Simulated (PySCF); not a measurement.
C2H8F2Si2, SMILES FC(C([SiH3])[SiH3])F.

The structure is a stationary point at B3LYP-D3(BJ)/def2-SVP. This is a generated structure with no PubChem entry under its InChIKey; it may be hypothetical. Other conformers were not sampled.

Two levels are set side by side: PBE/def2-TZVP (PySCF) and M06-2X/def2-TZVP (PySCF). Same geometry, gas phase. Differences are taken from unrounded values.

```csv
quantity,M06-2X
orbital gap (eV),10.94
highest occupied level (eV),-10.03
lowest empty level (eV),0.91
dipole moment (D),2.04
mean polarisability (bohr³),77.4
```

**Question.** What does PBE give, and how far is it from M06-2X? (An estimate is asked for; the answer gives what the named calculation found.)

**Answer.** 
```
quantity                       PBE  PBE minus M06-2X
---------------------------  -----  ----------------
orbital gap (eV)              7.08             -3.86
highest occupied level (eV)  -7.67              2.37
lowest empty level (eV)      -0.59             -1.50
dipole moment (D)             1.81             -0.23
mean polarisability (bohr³)   81.7               4.3
```

Without exact exchange PBE keeps part of each electron's self-repulsion, which lifts occupied levels and narrows the gap. PBE's more diffuse valence density responds more strongly to a field. Differences between two approximate levels are no errors against the true value.

Rough cost on one machine, each run with all the roots and properties that it gave: M06-2X against PBE about 4 times.
